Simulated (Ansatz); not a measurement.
A run for Ansatz (a first-principles code): U-B2PLYP/def2-TZVPP on HNiO (SMILES [OH][Ni]), 2S+1 = 4, a spin state set in the input, which need not be the lowest.

Ansatz 0.2 input:
```yaml
crystal:
  periodic: [false, false, false]
  atoms:
    - {symbol: Ni, position_ang: [-0.91016618, -0.70002632, -0.80311372]}
    - {symbol: O, position_ang: [0.39028444, -0.09551408, 0.26541714]}
    - {symbol: H, position_ang: [0.48681303, 0.84291200, 0.46747695]}
basis:
  gaussian:
    orbitals: def2-TZVPP
hamiltonian:
  xc: {name: B2PLYP}
magnetization: {spin_polarized: true, initial_magnetization: 3}
correlation: {electrons: valence}
```

### Question
Give the final energy of this run.

### Answer
-1583.9059 hartree.

### Question
How many basis functions does it have, and what does it roughly cost on one machine?

### Answer
109 functions; very roughly 13 core-seconds.
